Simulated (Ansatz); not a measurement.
Species: CH8N3Si, net charge 0, doublet state. It need not be the lowest isomer of its formula. 
Geometry from a B3LYP-D3(BJ)/def2-TZVP (Ansatz, a first-principles code) optimisation:
```xyz
13

Si     0.0083    -0.0146    -0.0043
C      1.7198    -0.5763    -0.4047
N     -0.3969    -0.8184     1.4653
N     -0.8902    -0.2378    -1.4579
N     -0.2670     1.6435     0.3715
H      2.4306    -0.8822     0.3559
H      2.1332    -0.5320    -1.4069
H     -1.2755    -0.6303     1.9229
H     -0.0984    -1.7673     1.6249
H     -1.8547     0.0515    -1.5098
H     -0.7175    -1.0385    -2.0446
H      0.0492     2.0144     1.2534
H     -0.2231     2.3349    -0.3602
```
Charge 0, spin multiplicity 2.

Quantity: atomisation energy (electronic, to ground-state atoms), in kcal/mol. Cores are frozen in the correlated levels unless marked. UHF or UKS for open shells. No spin-orbit coupling. Non-relativistic. The coupled-cluster limit lacks core correlation, which all-electron functionals hold. CBS(X,Y): correlation extrapolated as X^-3; Hartree-Fock from the larger set.

| level | program | atomisation energy (kcal/mol) |
|---|---|---|
| HF/STO-3G | Ansatz | 841.8 |
| revPBE-D3(BJ)/def2-TZVPD | Ansatz + dftd3 | 1103.6 |

Problem. What does CCSD(T)/CBS(cc-pV(T+d)Z,cc-pV(Q+d)Z) (Ansatz) give?

Solution. 1115.6 kcal/mol, so revPBE-D3(BJ)/def2-TZVPD differs from it by -12.0 kcal/mol.
